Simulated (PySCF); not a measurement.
The multiplicity is imposed and other spin states were not computed.

## [Zn(NH2)2] (charge 0, multiplicity 1)

Calculation: TPSSh-D3(BJ)/def2-TZVP // TPSS-D3(BJ)/def2-SVP run with PySCF 2.14.0.

```
Property                                                                   Value
----------------------------------------  --------------------------------------
HOMO                                                                    -6.07 eV
dipole moment                                                             1.53 D
LUMO                                                                    -0.73 eV
HOMO–LUMO gap                                                            5.34 eV
charge on the central atom (Mulliken)                                     0.44 e
charge on the central atom (meta-Löwdin)                                  1.12 e
total energy                                                       -1891.3658 Ha
cost                                      about 90 core-seconds (a rough figure)
```

```xyz
7

Zn     0.0284     0.0091     0.0047
N     -0.4150    -1.2410    -1.2551
H      0.3740    -1.7803    -1.6298
H     -0.9117    -0.8658    -2.0722
N      0.2024     1.2585     1.3300
H      1.0727     1.8021     1.3025
H      0.1382     0.8803     2.2829
```
